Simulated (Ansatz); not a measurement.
Saddle point of GeH3F, closed shell (GeH₂ + HF → GeHF ([F][GeH]) + H₂; bonds formed: Ge1–F3, H2–H5; bonds broken: Ge1–H5, H2–F3), PBE0-D4/def2-TZVP structure:

```xyz
5
angstrom
Ge -0.8551 -0.5471 -0.3383
H 0.7845 -0.0899 0.4274
F 1.1275 -0.2402 -0.7127
H -1.1230 1.0129 -0.5110
H 0.0662 -0.1358 1.1346
```

Energies are electronic, without zero-point energy. Barriers and step energies count from the start structure reached by relaxing down the imaginary mode; all methods use the PBE0-D4 structures, on which another method's saddle can fall below an end. Computed with Ansatz 0.2.0 (basis: def2-TZVPP, with def2-QZVPP for the basis limit); correlated methods freeze the cores. Filled d shells of the heavier atoms are correlated. The def2 sets are not built for correlating such inner shells, so the correlated values are less sure here. B3LYP uses VWN-RPA correlation. Extrapolation: Hartree–Fock as exp(−7.88 √X), correlation as X^−2.97.

| method | barrier (eV) | step energy (eV) |
| --- | --- | --- |
| SPW92 | 0.006 | -0.671 |
| PBE-D4 | 0.177 | -0.758 |
| BLYP-D4 | ? | -0.847 |
| r2SCAN-D4 | 0.277 | -0.747 |
| B97M-V | ? | -0.681 |
| PBE0-D4 | 0.370 | -0.669 |
| B3LYP-D4 | 0.392 | -0.766 |
| r2SCAN0-D4 | 0.430 | -0.669 |
| BHLYP-D4 | 0.601 | -0.688 |
| CAM-B3LYP-D4 | 0.420 | -0.737 |
| wB97X-V | 0.454 | -0.726 |
| wB97M-V | 0.464 | -0.694 |
| B2PLYP | 0.438 | -0.746 |
| PBE-QIDH | ? | -0.649 |
| RPA on PBE | 0.498 | -0.650 |
| HF | 1.019 | -0.602 |
| MP2 | 0.484 | -0.700 |
| CCSD | 0.646 | -0.616 |
| CCSD(T) | 0.552 | -0.645 |

**Question.** Fill in the withheld barriers. (To be estimated.)

**Answer.** The calculation gives: B97M-V 0.441; PBE-QIDH 0.488; BLYP-D4 0.252 eV. Each is the energy of the saddle less that of the start structure, by the same method.

For comparison, the barrier by CCSD(T) at an estimated basis limit (MP2 extrapolated from triple and quadruple zeta, plus CCSD(T) − MP2 in triple zeta) is 0.518 eV.

The T1 diagnostic stays at or below 0.014.

Labels in which every atom is bracketed show which atoms are joined, not bond orders.

For scale, one of the runs: CCSD(T)/def2-TZVPP, 121 basis functions, launched by `ansatz run in.yaml --threads 2 --pin off --events-out ev --progress --plain --max-ram 4352MiB`. Hardware: 2 CPU threads of an Arm Neoverse V2, shared host. Wall time about 9 s.
